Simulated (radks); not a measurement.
Values are calculated unless marked as measured or tabulated.
Numerical settings for the argon ion Ar2+, [Ne] 3s2 3p4. Level of theory: Dirac Kohn-Sham, LDA (Slater exchange, Perdew-Wang correlation), spin-unpolarised, spherical densities, point nucleus; open shells fill j = l - 1/2 first (a radial shooting solver on a logarithmic mesh with Libxc functionals). The defaults (mesh step 0.008 in ln r, mesh end at 40 bohr or more with all orbitals vanishing there, Anderson mixing 0.5 over 9 steps, residual threshold near 1e-9 with the energy settled to 1e-9 hartree or 1e-11 of itself, here a cap of 70 iterations) give E = -526.1672 hartree and 3p3/2 at -35.398 eV in 13 iterations. Run on one thread of a shared host, so times are rough (Arm Neoverse N1): 0.09 s of CPU time, 0.09 s wall, 13 iterations on 2476 mesh points. Changes against that run (0 stands for a change within the tolerance of the run):

| setting | iterations | converged | E (mhartree) | e(3p3/2) (meV) | CPU (s) |
|---|---|---|---|---|---|
| mesh step in ln r 0.12 | 4 | no | diverged | - | 0.01 |
| mesh step in ln r 0.08 | 4 | no | diverged | - | 0.01 |
| mesh step in ln r 0.05 | 13 | yes | +0.000634 | 0 | 0.02 |
| mesh end (bohr) 400 | 13 | yes | 0 | 0 | 0.09 |
| mesh end (bohr) 5 | 13 | yes | +1.38 | +51.7 | 0.08 |
| residual threshold 0.001 | 7 | yes | 0 | +2.38 | 0.06 |
| residual threshold 1e-13 | 20 | yes | 0 | 0 | 0.11 |
| mixing 0.01 | 18 | yes | 0 | 0 | 0.11 |
| linear mixing, mixing 0.8 | 17 | yes | 0 | 0 | 0.1 |
| linear mixing, mixing 1 | 36 | yes | 0 | 0 | 0.19 |
| mixing history 2 | 20 | yes | 0 | 0 | 0.12 |
| iteration cap 3 | 3 | no | +0.856 | -645 | 0.02 |

Settings that end as converged yet miss the energy by more than 1 mhartree: mesh end (bohr) 5 (+0.00138 hartree). A mesh that ends early acts as a hard wall.
